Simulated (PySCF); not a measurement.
Compound: C8H14O.
Atom-mapped SMILES: `[OH:1][CH2:2][C@@H:3]1[CH2:4][C@H:5]2[CH2:6][CH2:7][C@@H:8]1[CH2:9]2` (hydrogens: H10 on O1; H11, H12 on C2; H13 on C3; H14, H15 on C4; H16 on C5; H17, H18 on C6; H19, H20 on C7; H21 on C8; H22, H23 on C9)

The same species was optimised twice, with GFN2-xTB and with PBE0-D3(BJ)/def2-SVP (PySCF), and the same property calculations (PySCF, gas phase) were run on both structures.

```
     coordinate  GFN2-xTB  PBE0-D3(BJ)/def2-SVP  change
      C2–C3 (Å)     1.536                 1.526  -0.010
      C6–C7 (Å)     1.543                 1.552  +0.009
      C3–C4 (Å)     1.545                 1.554  +0.009
      C5–C9 (Å)     1.527                 1.533  +0.006
      C8–C9 (Å)     1.528                 1.534  +0.006
      C3–C8 (Å)     1.540                 1.544  +0.004
      C5–C6 (Å)     1.534                 1.538  +0.004
      C7–C8 (Å)     1.533                 1.536  +0.003
      C4–C5 (Å)     1.532                 1.535  +0.003
      O1–C2 (Å)     1.405                 1.404  -0.001
   C2–C3–C8 (°)     113.8                 114.9    +1.1
   C4–C5–C9 (°)     101.8                 101.3    -0.5
   O1–C2–C3 (°)     115.5                 115.1    -0.4
   C3–C4–C5 (°)     103.2                 103.6    +0.4
   C3–C8–C9 (°)     103.0                 102.7    -0.3
   C3–C8–C7 (°)     107.6                 107.9    +0.3
   C4–C3–C8 (°)     102.7                 102.4    -0.3
   C5–C9–C8 (°)      94.0                  94.2    +0.2
O1–C2–C3–C4 (°)        59                    58      -1
```

Rotational constants: A = 3200, B = 1293, C = 1239 MHz (GFN2-xTB) against A = 3182, B = 1288, C = 1230 MHz (PBE0-D3(BJ)/def2-SVP). Point groups within 0.08 Å: C1 and C1.

On the GFN2-xTB structure: HOMO (eV) -7.49 [PBE0/pcSseg-1]; LUMO (eV) 1.06 [PBE0/pcSseg-1]; dipole (D) 1.56 [PBE0/pcSseg-1]; GIAO shielding of O1 (ppm) 312.5 [PBE0/pcSseg-1]; GIAO shielding of C2 (ppm) 116.2 [PBE0/pcSseg-1]; GIAO shielding of C3 (ppm) 139.8 [PBE0/pcSseg-1]; GIAO shielding of C4 (ppm) 152.1 [PBE0/pcSseg-1]; GIAO shielding of C5 (ppm) 147.2 [PBE0/pcSseg-1]; GIAO shielding of C6 (ppm) 155.2 [PBE0/pcSseg-1]; GIAO shielding of C7 (ppm) 153.5 [PBE0/pcSseg-1]; GIAO shielding of C8 (ppm) 141.7 [PBE0/pcSseg-1].

Task: What do these properties become on the PBE0-D3(BJ)/def2-SVP structure?

Result: 
| property | level | on GFN2-xTB | on PBE0-D3(BJ)/def2-SVP | change |
| --- | --- | --- | --- | --- |
| HOMO (eV) | PBE0/pcSseg-1 | -7.49 | -7.54 | -0.05 |
| LUMO (eV) | PBE0/pcSseg-1 | 1.06 | 1.04 | -0.02 |
| dipole (D) | PBE0/pcSseg-1 | 1.56 | 1.50 | -0.06 |
| energy, GFN2-xTB geometry as zero (kcal/mol) | PBE0/pcSseg-1 | 0.0 | -0.5 | -0.5 |
| GIAO shielding of O1 (ppm) | PBE0/pcSseg-1 | 312.5 | 312.9 | +0.4 |
| GIAO shielding of C2 (ppm) | PBE0/pcSseg-1 | 116.2 | 116.2 | 0.0 |
| GIAO shielding of C3 (ppm) | PBE0/pcSseg-1 | 139.8 | 138.4 | -1.4 |
| GIAO shielding of C4 (ppm) | PBE0/pcSseg-1 | 152.1 | 150.0 | -2.1 |
| GIAO shielding of C5 (ppm) | PBE0/pcSseg-1 | 147.2 | 145.7 | -1.5 |
| GIAO shielding of C6 (ppm) | PBE0/pcSseg-1 | 155.2 | 153.1 | -2.1 |
| GIAO shielding of C7 (ppm) | PBE0/pcSseg-1 | 153.5 | 151.3 | -2.2 |
| GIAO shielding of C8 (ppm) | PBE0/pcSseg-1 | 141.7 | 140.0 | -1.7 |

The heavy atoms differ by 0.012 Å rms after alignment. Among bonds between heavy atoms C2–C3, C3–C4 and C6–C7 change most and about equally (-0.010 to +0.009 Å). Changes are differences of the printed values. Neither structure is proved a minimum here.
